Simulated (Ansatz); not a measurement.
Ag₂F, relaxed as a doublet with UKS PBE-D4/def2-TZVP in Ansatz, starting from the GFN2-xTB geometry. Force threshold 0.02 eV/Å.

In the def2 sets Ag takes a core potential; there is no spin–orbit coupling. The relaxation made no stability test and no search for a lower SCF solution. The structure comes from a short search, and lower isomers may exist.

Start:

Cartesian coordinates in Å:
```
Ag 0.950 -0.285 -1.084
Ag -0.868 1.182 0.064
F -0.081 -0.897 1.020
```

| step | energy (eV) | largest force component (eV/Å) | SCF passes |
| --- | --- | --- | --- |
| 1 | -10715.8623 | 1.076 | 20 |
| 2 | -10716.0447 | 0.064 | 27 |
| 3 | -10716.0461 | 0.021 | 22 |
| 4 | -10716.0461 | 0.006 | 24 |

Force components are those of the run's own axes.

End:

```xyz
3

Ag    0.986   -0.383   -1.038
Ag   -0.917    1.153    0.163
F    -0.069   -0.770    0.875
```

By distances, no bond broke or formed. The bond that changes most is Ag1–F3, from 2.42 to 2.22 Å (atoms count from 1).

No frequencies were taken in this run, so the end may be a saddle point.

It took 4.2 s on 4 threads of Arm Neoverse V1 on a shared host.
